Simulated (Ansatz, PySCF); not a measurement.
SbBr₂, SMILES [Br][Sb][Br], multiplicity 2. Atoms are numbered in the order given.

```xyz
3

Sb     0.0000     0.0000     0.9267
Br     0.0000    -1.9390    -0.6904
Br     0.0000     1.9390    -0.6904
```
Charge 0, spin multiplicity 2.

Geometry optimised at r2SCAN-D4/def2-SVP. The spin state was assumed, not searched. The isomer is the one that the SMILES or the coordinates give; other isomers of the formula were not compared. The def2 effective core potentials stand for the cores of Sb; spin–orbit coupling is left out.

Two levels are set side by side: PBE-D3(BJ)/def2-SVP (Ansatz, a program for electronic structure) and r2SCAN-D4/def2-SVP (Ansatz). Each level has its own optimised geometry; the coordinates shown are those of the second. Frequencies come from the Hessian of PySCF at each geometry. Differences are taken from unrounded values.

| quantity | r2SCAN-D4 |
|---|---|
| mean bond length (Å) | 2.525 |
| bond Sb1–Br2 (Å) | 2.525 |
| bond Sb1–Br3 (Å) | 2.525 |
| highest harmonic wavenumber (cm⁻¹) | 255 |
| mean harmonic wavenumber (cm⁻¹) | 195 |
| zero-point energy (kcal/mol) | 0.84 |

Problem. What does PBE-D3(BJ) give, and how far is it from r2SCAN-D4? (The exact figures need the calculation; the answer reports its results.)

Solution. 
```csv
quantity,PBE-D3(BJ),PBE-D3(BJ) minus r2SCAN-D4
mean bond length (Å),2.541,0.016
bond Sb1–Br2 (Å),2.541,0.016
bond Sb1–Br3 (Å),2.541,0.016
highest harmonic wavenumber (cm⁻¹),247,-8
mean harmonic wavenumber (cm⁻¹),189,-6
zero-point energy (kcal/mol),0.81,-0.03
```
